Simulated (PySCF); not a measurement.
## Atomic charges against the basis set

Species: C5H9B.
Structure used (PBE0-D3(BJ)/def2-SVP), in Å, numbered top down from 1:
```
atom  x, y, z in Å
C1     3.5605   -0.0227    0.1627
C2     2.1406    0.1013   -0.1002
C3     0.9433    0.2043   -0.3264
B4    -0.5404    0.3388   -0.5998
C5    -1.6114   -0.0794    0.4674
C6    -3.0688    0.2193    0.1439
H7     3.8180    0.3988    1.1473
H8     4.1658    0.4876   -0.6026
H9     3.8539   -1.0848    0.1748
H10   -0.8814    0.7668   -1.6842
H11   -1.4567   -1.1665    0.6273
H12   -1.3149    0.3556    1.4408
H13   -3.3770   -0.2637   -0.7966
H14   -3.7525   -0.1288    0.9341
H15   -3.2370    1.3004    0.0175
```

PBE0 throughout (PySCF), one geometry, spherical d and f functions. One conformer (not necessarily the lowest) at the PBE0-D3(BJ)/def2-SVP geometry, without solvent, vibrations or thermal averaging. Atoms taken as equivalent share a column and are averaged. The first 7 of 10 kinds of atom are listed.

Mulliken charges (e):

```json
{"basis": "STO-3G", "functions": "39", "C1": "-0.253", "C2": "-0.027", "C3": "-0.152", "B4": "+0.225", "C5": "-0.241", "C6": "-0.229", "H7/H8/H9": "+0.110"}
{"basis": "6-31G", "functions": "72", "C1": "-0.543", "C2": "+0.112", "C3": "-0.314", "B4": "+0.310", "C5": "-0.529", "C6": "-0.484", "H7/H8/H9": "+0.211"}
{"basis": "6-31G*", "functions": "102", "C1": "-0.657", "C2": "+0.214", "C3": "-0.189", "B4": "+0.097", "C5": "-0.474", "C6": "-0.519", "H7/H8/H9": "+0.219"}
{"basis": "def2-SVP", "functions": "129", "C1": "+0.014", "C2": "+0.099", "C3": "-0.324", "B4": "+0.001", "C5": "-0.175", "C6": "-0.070", "H7/H8/H9": "+0.078"}
{"basis": "6-311+G(2d,p)", "functions": "216", "C1": "-0.779", "C2": "+0.361", "C3": "-0.222", "B4": "+0.209", "C5": "-0.272", "C6": "-0.593", "H7/H8/H9": "+0.178"}
{"basis": "def2-TZVP", "functions": "240", "C1": "-0.491", "C2": "-0.069", "C3": "+0.033", "B4": "0.000", "C5": "-0.261", "C6": "-0.354", "H7/H8/H9": "+0.165"}
```

IAO charges (e):

```json
{"basis": "STO-3G", "functions": "39", "C1": "-0.417", "C2": "+0.010", "C3": "-0.155", "B4": "+0.158", "C5": "-0.385", "C6": "-0.387", "H7/H8/H9": "+0.160"}
{"basis": "6-31G", "functions": "72", "C1": "-0.451", "C2": "+0.015", "C3": "-0.171", "B4": "+0.140", "C5": "-0.402", "C6": "-0.420", "H7/H8/H9": "+0.179"}
{"basis": "6-31G*", "functions": "102", "C1": "-0.432", "C2": "+0.016", "C3": "-0.175", "B4": "+0.150", "C5": "-0.393", "C6": "-0.400", "H7/H8/H9": "+0.172"}
{"basis": "def2-SVP", "functions": "129", "C1": "-0.424", "C2": "+0.016", "C3": "-0.170", "B4": "+0.141", "C5": "-0.387", "C6": "-0.390", "H7/H8/H9": "+0.170"}
{"basis": "6-311+G(2d,p)", "functions": "216", "C1": "-0.443", "C2": "+0.012", "C3": "-0.177", "B4": "+0.145", "C5": "-0.403", "C6": "-0.414", "H7/H8/H9": "+0.178"}
{"basis": "def2-TZVP", "functions": "240", "C1": "-0.442", "C2": "+0.012", "C3": "-0.176", "B4": "+0.145", "C5": "-0.404", "C6": "-0.414", "H7/H8/H9": "+0.178"}
```

Hirshfeld charges (e):

```
        basis  functions      C1      C2      C3      B4      C5      C6  H7/H8/H9
       STO-3G         39  -0.003  -0.042  -0.138  +0.178  -0.070  -0.041    +0.036
        6-31G         72  -0.071  -0.026  -0.144  +0.159  -0.115  -0.100    +0.060
       6-31G*        102  -0.072  -0.026  -0.143  +0.158  -0.117  -0.101    +0.060
     def2-SVP        129  -0.089  -0.015  -0.141  +0.160  -0.132  -0.111    +0.063
6-311+G(2d,p)        216  -0.091  -0.021  -0.145  +0.164  -0.139  -0.116    +0.065
    def2-TZVP        240  -0.095  -0.018  -0.142  +0.161  -0.138  -0.119    +0.065
```

ESP-fitted charges (e):

```
        basis  functions      C1      C2      C3      B4      C5      C6  H7/H8/H9
       STO-3G         39  -0.565  +0.329  -0.572  +0.580  -0.209  -0.305    +0.173
        6-31G         72  -0.573  +0.354  -0.675  +0.649  -0.221  -0.270    +0.186
       6-31G*        102  -0.609  +0.390  -0.713  +0.661  -0.199  -0.287    +0.193
     def2-SVP        129  -0.549  +0.374  -0.717  +0.640  -0.176  -0.236    +0.179
6-311+G(2d,p)        216  -0.640  +0.421  -0.770  +0.681  -0.167  -0.284    +0.202
    def2-TZVP        240  -0.635  +0.422  -0.768  +0.679  -0.160  -0.275    +0.200
```

**Question.** Which scheme is steadiest as the basis changes?

**Answer.** Largest range over the bases for any column: IAO 0.03 e, Hirshfeld 0.09 e, ESP-fitted 0.20 e, Mulliken 0.79 e. IAO charges move least and Mulliken charges most, counted in e. Without the minimal STO-3G basis the ranges are IAO 0.03, Hirshfeld 0.02, ESP-fitted 0.09, Mulliken 0.79 e.

**Question.** How much do the charges still move between the two largest bases, 6-311+G(2d,p) and def2-TZVP?

**Answer.** At most, over all atoms: Mulliken 0.430 e, IAO 0.001 e, Hirshfeld 0.004 e, ESP-fitted 0.009 e.

**Question.** What do the same runs give for the total energy, the frontier levels and the dipole moment?

**Answer.** 
```json
{"basis": "STO-3G", "energy (Eh)": "-217.8208", "HOMO (eV)": "-5.44", "LUMO (eV)": "1.13", "μ (D)": "1.50"}
{"basis": "6-31G", "energy (Eh)": "-220.4126", "HOMO (eV)": "-7.04", "LUMO (eV)": "-1.22", "μ (D)": "1.85"}
{"basis": "6-31G*", "energy (Eh)": "-220.4563", "HOMO (eV)": "-6.99", "LUMO (eV)": "-1.24", "μ (D)": "1.83"}
{"basis": "def2-SVP", "energy (Eh)": "-220.3034", "HOMO (eV)": "-7.20", "LUMO (eV)": "-1.48", "μ (D)": "1.82"}
{"basis": "6-311+G(2d,p)", "energy (Eh)": "-220.5213", "HOMO (eV)": "-7.26", "LUMO (eV)": "-1.57", "μ (D)": "1.81"}
{"basis": "def2-TZVP", "energy (Eh)": "-220.5376", "HOMO (eV)": "-7.25", "LUMO (eV)": "-1.54", "μ (D)": "1.81"}
```

The dipole is fixed by the density alone, so its range of 0.35 D shows that the density itself changes with the basis, not only its division among atoms.
